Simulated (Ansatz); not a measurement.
FeF3, relaxed as a quartet with UKS PBE0-D4/def2-TZVP in Ansatz, starting from the PBE0-D4/def2-TZVP geometry of the neutral sextet. Force threshold 0.02 eV/Å.

The charge 0 quartet is spin-contaminated (final ⟨S²⟩ up to 3.92, 3.75 for a pure state). At PBE0-D4/def2-TZVP a sextet of charge 0 lies 0.99 eV below the quartet, each at its own geometry.

Start:

```xyz
4

Fe    0.000    0.000    0.000
F    -1.138    1.226   -0.512
F    -0.539   -1.646    0.246
F     1.677    0.420    0.266
```

**Question.** Estimate the energy that the relaxation releases and the steps that it takes.

**Answer.** 5.9 kcal/mol, in 9 steps; 42 s on 2 threads of Arm Neoverse V2 on a shared host. No frequencies were taken in this run, so the end may be a saddle point.

**Question.** Does the start keep its bonding and symmetry?

**Answer.** By distances, no bond broke or formed. The bond that changes most is Fe1–F4, from 1.75 to 1.70 Å (atoms count from 1). Point group D3h at the start, C2v at the end, both within 0.05 Å.

**Question.** Predict the relaxed structure.

**Answer.** 
Cartesian coordinates in Å:
```
Fe -0.175 -0.045 -0.030
F -0.959 1.390 -0.520
F -0.312 -1.714 0.299
F 1.446 0.368 0.252
```
Bond lengths: 3 × F–Fe 1.70 to 1.71 Å.
